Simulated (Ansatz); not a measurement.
PBE exchange is replaced step by step with exact exchange (0 % is PBE, 25 % PBE0; no dispersion term), basis def2-TZVP, Ansatz. System: Ta₂Si₂. Total charge 0; singlet. Geometry: PBE0-D4/def2-SVP.

Geometry of the singlet:

```xyz
4

Ta    1.207   -0.345   -0.292
Ta   -0.448   -1.810   -0.714
Si   -1.167    0.316    0.269
Si    0.408    1.839    0.737
```

In the def2 sets Ta takes a core potential; there is no spin–orbit coupling. The restricted singlet is unstable towards broken spin symmetry at other levels; at PBE with 5 % exact exchange/def2-TZVP, PBE with 10 % exact exchange/def2-TZVP, PBE with 15 % exact exchange/def2-TZVP, PBE with 35 % exact exchange/def2-TZVP and others this wasn't settled. At PBE0-D4/def2-TZVP the restricted singlet is unstable: a solution with broken spin symmetry lies lower. The geometry of the singlet was relaxed on an unsound state (restricted singlet, unstable towards broken spin symmetry at other levels and untested here). The order of the spin states hangs on the level: the triplet lies 0.08 eV below the singlet at PBE with 50 % exact exchange/def2-TZVP, but 0.26 eV above it at PBE-D4/def2-TZVP. The singlet is doubtful at PBE with 50 % exact exchange/def2-TZVP (restricted singlet, unstable towards broken spin symmetry at other levels and untested here). The structure comes from a short search, and lower isomers may exist.

```json
{"exact exchange (%)": "0", "HOMO (eV)": "-4.13", "LUMO (eV)": "-3.45", "gap (eV)": "0.68"}
{"exact exchange (%)": "5", "HOMO (eV)": "-4.27", "LUMO (eV)": "-3.33", "gap (eV)": "0.94"}
{"exact exchange (%)": "10", "HOMO (eV)": "-4.40", "LUMO (eV)": "-3.20", "gap (eV)": "1.20"}
{"exact exchange (%)": "15", "HOMO (eV)": "-4.53", "LUMO (eV)": "-3.08", "gap (eV)": "1.45"}
{"exact exchange (%)": "25", "HOMO (eV)": "-4.79", "LUMO (eV)": "-2.83", "gap (eV)": "1.96"}
{"exact exchange (%)": "35", "HOMO (eV)": "-5.05", "LUMO (eV)": "-2.57", "gap (eV)": "2.48"}
{"exact exchange (%)": "50", "HOMO (eV)": "-5.44", "LUMO (eV)": "-2.18", "gap (eV)": "3.25"}
```
